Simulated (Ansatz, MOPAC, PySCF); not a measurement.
Noncovalent pair: CH3F (SMILES CF) (first 5 atoms) with C2H3F (SMILES C=CF); geometry from B3LYP-D3(BJ)/def2-TZVP, rigid monomers moved along the line of their centres of mass till F2···H9 is 2.69 Å.
(charge 0, multiplicity 1):
```xyz
11

C      0.36767     0.66828    -0.22414
F     -1.00917     0.55200    -0.02614
H      0.58069     1.67533    -0.58370
H      0.87130     0.48736     0.72435
H      0.67318    -0.07022    -0.96585
C     -1.28946    -0.32375     3.59859
C     -0.10538    -0.36970     4.17195
F      1.03501    -0.11024     3.48936
H     -1.41222    -0.07647     2.55298
H     -2.16482    -0.54032     4.19343
H      0.10103    -0.60758     5.20690
```

Monomers are frozen at their geometry in the pair; levels with a basis set take the counterpoise correction. Rows marked so take none.

Frozen-core correlation. Rows in 3-21G, 6-31G*, STO-3G carry no dispersion term and start afresh at each structure (6-31G* with six Cartesian d functions). MP2/6-31G* freezes PySCF's default core. The state that PM6, PM7 reach isn't checked; PM7 holds dispersion and hydrogen-bond terms.

The values were computed with Ansatz (Gaussian basis) for Hartree–Fock, density functionals and correlated methods; MOPAC for PM6, PM7 (differences of heats of formation); PySCF for 3-21G rows, 6-31G* rows, STO-3G rows, the dispersion terms. Each number belongs to the level named beside it.

Other levels give for the interaction energy: PBE/def2-TZVPPD -5.9; B3LYP/def2-TZVPPD -4.3; B3LYP-D3(BJ)/def2-TZVPPD -7.9; wB97M-V/def2-TZVPPD -7.8; CCSD(T)/aug-cc-pVDZ -7.6 kJ/mol.

Question: What do these common cheap choices give for the same quantity: PM6, PM7, HF/STO-3G (no counterpoise), HF/3-21G (no counterpoise), HF/6-31G*, BP86/6-31G* (no counterpoise), B3LYP/3-21G (no counterpoise), MP2/6-31G* (no counterpoise)?

Answer: PM6 -1.4; PM7 -4.6; HF/STO-3G (no counterpoise) -2.5; HF/3-21G (no counterpoise) -18.5; HF/6-31G* -4.6; BP86/6-31G* (no counterpoise) -11.3; B3LYP/3-21G (no counterpoise) -22.1; MP2/6-31G* (no counterpoise) -15.3 kJ/mol. They span -22.1 to -1.4 kJ/mol.

Ansatz is a quantum-chemistry and plane-wave program.
